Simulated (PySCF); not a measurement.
Computed shifts of a molecule CH7FSi2, HF/pcSseg-1 in PySCF, GIAO, gas phase, atoms alike by connectivity averaged where their shifts nearly agree, in ppm (number of nuclei): ²⁹Si: -1.6 (1), -61.1 (1). ¹³C: -5.6 (1). ¹⁹F: -174.0 (1). ¹H: 5.22 (1), 5.04 (1), 4.32 (3), 0.77 (1), 0.01 (1). References: ²⁹Si against TMS (σ = 393.8 ppm); ¹³C against TMS (σ = 192.6 ppm); ¹⁹F against CFCl3 (σ = 238.5 ppm); ¹H against TMS (σ = 31.99 ppm), references at their B3LYP-D3(BJ)/def2-TZVP geometries, non-relativistic. The structure is a stationary point at PBE-D3(BJ)/def2-SVP. Other conformers were not sampled.

### Question
Which molecule gave these data?
A. FC[SiH2][SiH3]
B. C[SiH2][SiH2]F
C. C[Si@@H](F)[SiH3]
D. F[SiH2]C[SiH3]

### Answer
D, F[SiH2]C[SiH3]
